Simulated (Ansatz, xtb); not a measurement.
# C3H3BCl2: which of two isomers lies lower

We compare I, `C#CCB(Cl)Cl`, a singlet, with II, `CC#CB(Cl)Cl`, a singlet. Both are isolated molecules in the gas phase, relaxed with PBE-D3(BJ)/def2-SVP; the shapes shown needn't be the lowest conformers.

I (Å):

```xyz
9

C     0.7374    1.8499   -0.1147
C    -0.0789    0.9411   -0.1834
C    -1.0098   -0.1839   -0.2056
B    -0.4642   -1.2045    0.8791
Cl   -0.9830   -1.0897    2.5549
Cl    0.7017   -2.4427    0.4345
H     1.4483    2.6624   -0.0683
H    -1.0337   -0.6484   -1.2141
H    -2.0363    0.1563    0.0472
```

II (Å):

```xyz
9

C    -2.0625   -0.4666   -1.0431
C    -0.8859   -1.2551   -0.7306
C     0.1151   -1.9264   -0.4695
B     1.3371   -2.7469   -0.1491
Cl    2.6946   -2.0387    0.7294
Cl    1.4433   -4.4382   -0.6437
H    -2.9905   -1.0651   -0.9296
H    -2.1424    0.4273   -0.3902
H    -2.0238   -0.1128   -2.0953
```

Which of the two would you expect CCSD(T)/def2-SVP + ΔMP2/def2-TZVPP electronic energies to favour?

Structure II; the calculation gives E(II) − E(I) = −11.6 kcal/mol.

The same difference at several levels:

```tsv
level	geometry	E(II) − E(I) (kcal/mol)	departure from the last row (kcal/mol)	job, with rough time for the two
PBE-D3(BJ)/def2-SVP	PBE-D3(BJ)/def2-SVP	−14.7	−3.1	optimisation, 55 s
HF/def2-SVP	PBE-D3(BJ)/def2-SVP	−13.1	−1.5	part of the CCSD(T) run
MP2/def2-SVP	PBE-D3(BJ)/def2-SVP	−12.5	−0.8	part of the CCSD(T) run
CCSD(T)/def2-SVP	PBE-D3(BJ)/def2-SVP	−11.9	−0.3	single point
CCSD(T)/def2-SVP + ΔMP2/def2-TZVPP	PBE-D3(BJ)/def2-SVP	−11.6		single point, 38 s
```

As drawn, both hold the same kinds of bond in the same numbers. Structure I has 0 methyl groups, II 1.

None of the levels shown reverses the order. The largest departure from CCSD(T)/def2-SVP + ΔMP2/def2-TZVPP is that of PBE-D3(BJ)/def2-SVP, 3.1 kcal/mol. A small imaginary or near-zero mode remains, so no thermal terms are given. Levels run at GFN2-xTB geometries aren't shown. The last row adds to CCSD(T) the change of the MP2 difference between the two basis sets, here +0.3 kcal/mol.

The correlated steps freeze 14 core orbitals. Run with Ansatz 0.2.0; the last row on 2 threads of Intel(R) Xeon(R) Processor @ 2.70GHz on a shared host.
